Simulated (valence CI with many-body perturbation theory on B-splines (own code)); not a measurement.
The numbers below are computed, except where a source is named.
Energy levels of Yb⁴⁷⁺

Method: configuration interaction combined with many-body perturbation theory (CI+MBPT): five valence electrons over a frozen Dirac-Fock core [Ar], a basis of 7 s, 7 p, 8 d, 6 f, 4 g, 1 h functions for each j, with the one-electron correlation potential Σ1 (screened to all orders), the two-electron term Σ2, the three-electron term Σ3, Breit, model QED; selected single and double excitations, second order for the rest, scaled by the run's own slope (own B-spline code, finite nucleus).

The last digits are not significant, and no measured levels were compared; by estimate large intervals hold to a few tenths of a per cent, small ones and those within an open d or f shell to about a per cent. Among the levels kept, up to 250 cm⁻¹ of a level comes from second order outside the variational space, and about a tenth of that is noise between levels of different J, which matters for small intervals. The list stops below the first excitations out of the core. Only levels of the ground parity were solved; by the run's estimate the other parity begins above the list, which can be wrong where configurations are misplaced.

Levels 1 to 37 of 37, with energies above the lowest level, (3d3/2^4 3d5/2) J=5/2. "Leading %" is the weight of the configuration and term that name the level; weights of strongly mixed levels are sums over their largest components and can fall short. In the jj column 3d3/2^4 stands for four electrons in 3d with j = 3/2.

```
No.  Configuration  Term     J  E (cm⁻¹)  Leading %  Second component               Leading jj      g
  1            3d⁵    ⁴P   5/2         0         27       24 % 3d⁵ ²D     3d3/2^4 3d5/2 (95 %)  1.313
  2            3d⁵    ⁶S   5/2    344540         37       23 % 3d⁵ ²F   3d3/2^3 3d5/2^2 (92 %)  1.334
  3            3d⁵    ⁴G   7/2    434240         34       25 % 3d⁵ ²F   3d3/2^3 3d5/2^2 (99 %)  1.156
  4            3d⁵    ²H  11/2    445080         43       34 % 3d⁵ ⁴G   3d3/2^3 3d5/2^2 (99 %)  1.105
  5            3d⁵    ⁴D   3/2    446770         39       30 % 3d⁵ ⁴P   3d3/2^3 3d5/2^2 (98 %)  1.170
  6            3d⁵    ²G   9/2    484580         30       30 % 3d⁵ ⁴G   3d3/2^3 3d5/2^2 (97 %)  1.134
  7            3d⁵    ²D   5/2    510280         31       29 % 3d⁵ ⁴D   3d3/2^3 3d5/2^2 (94 %)  1.135
  8            3d⁵    ⁴P   1/2    532820         45       29 % 3d⁵ ²S   3d3/2^3 3d5/2^2 (90 %)  1.814
  9            3d⁵    ²F   7/2    546080         39       32 % 3d⁵ ²G   3d3/2^3 3d5/2^2 (97 %)  1.079
 10            3d⁵    ²D   3/2    664420         60       20 % 3d⁵ ⁴F   3d3/2^3 3d5/2^2 (88 %)  0.794
 11            3d⁵    ⁶S   5/2    772440         32       28 % 3d⁵ ²D   3d3/2^2 3d5/2^3 (90 %)  1.289
 12            3d⁵    ⁴D   7/2    835330         52       41 % 3d⁵ ⁴G   3d3/2^2 3d5/2^3 (99 %)  1.210
 13            3d⁵    ²I  11/2    839940         50       49 % 3d⁵ ⁴G   3d3/2^2 3d5/2^3 (99 %)  1.085
 14            3d⁵    ⁴G   9/2    855130         61       36 % 3d⁵ ²G   3d3/2^2 3d5/2^3 (97 %)  1.141
 15            3d⁵    ²I  13/2    878590        100                    3d3/2^2 3d5/2^3 (100 %)  1.067
 16            3d⁵    ⁴D   1/2    887650         78       15 % 3d⁵ ²S   3d3/2^2 3d5/2^3 (98 %)  0.475
 17            3d⁵    ⁴P   3/2    897310         53       34 % 3d⁵ ⁴F   3d3/2^2 3d5/2^3 (97 %)  1.169
 18            3d⁵    ²F   5/2    907350         42       31 % 3d⁵ ⁴D   3d3/2^2 3d5/2^3 (97 %)  1.020
 19            3d⁵    ²H   9/2    947220         53       47 % 3d⁵ ⁴F  3d3/2^2 3d5/2^3 (100 %)  1.098
 20            3d⁵    ²G   7/2    965640         61       35 % 3d⁵ ²F  3d3/2^2 3d5/2^3 (100 %)  0.981
 21            3d⁵    ⁴F   5/2    980650         64       26 % 3d⁵ ²D   3d3/2^2 3d5/2^3 (98 %)  1.045
 22            3d⁵    ²D   3/2    988080         86       11 % 3d⁵ ⁴D   3d3/2^2 3d5/2^3 (87 %)  0.845
 23            3d⁵    ²G   7/2   1029700         46       35 % 3d⁵ ²F   3d3/2^2 3d5/2^3 (95 %)  1.033
 24            3d⁵    ⁴P   1/2   1030500         41       37 % 3d⁵ ²P   3d3/2^2 3d5/2^3 (83 %)  1.772
 25            3d⁵    ²G   9/2   1095100         78       11 % 3d⁵ ⁴F   3d3/2^2 3d5/2^3 (97 %)  1.104
 26            3d⁵    ²P   3/2   1212100         74       24 % 3d⁵ ²D   3d3/2^2 3d5/2^3 (97 %)  1.180
 27            3d⁵    ²D   5/2   1229600         68       14 % 3d⁵ ⁴D   3d3/2^2 3d5/2^3 (79 %)  1.211
 28            3d⁵    ²F   5/2   1271200         31       29 % 3d⁵ ⁴P     3d3/2 3d5/2^4 (85 %)  1.187
 29            3d⁵    ²F   7/2   1333300         28       28 % 3d⁵ ⁴F     3d3/2 3d5/2^4 (99 %)  1.181
 30            3d⁵    ²H  11/2   1346000         56       27 % 3d⁵ ²I     3d3/2 3d5/2^4 (99 %)  1.066
 31            3d⁵    ²D   3/2   1358300         30       30 % 3d⁵ ⁴D     3d3/2 3d5/2^4 (98 %)  0.969
 32            3d⁵    ²G   9/2   1402500         56       17 % 3d⁵ ⁴F     3d3/2 3d5/2^4 (96 %)  1.111
 33            3d⁵    ²D   5/2   1437100         63       22 % 3d⁵ ²F     3d3/2 3d5/2^4 (90 %)  1.108
 34            3d⁵    ²G   7/2   1462200         54       34 % 3d⁵ ²F     3d3/2 3d5/2^4 (97 %)  1.005
 35            3d⁵    ²P   1/2   1524700         54       34 % 3d⁵ ²S     3d3/2 3d5/2^4 (90 %)  1.237
 36            3d⁵    ²D   3/2   1641300         75       18 % 3d⁵ ²P     3d3/2 3d5/2^4 (94 %)  0.867
 37            3d⁵    ²D   5/2   1827700         41       23 % 3d⁵ ²F           3d5/2^5 (95 %)  1.147
```

The ionisation energy to 3d⁴ ³P0 of the next ion comes out as 4051.2 eV (NIST: 4051 ± 4 eV (theoretical)). All 37 levels together are meant to be complete up to 1855800 cm⁻¹.
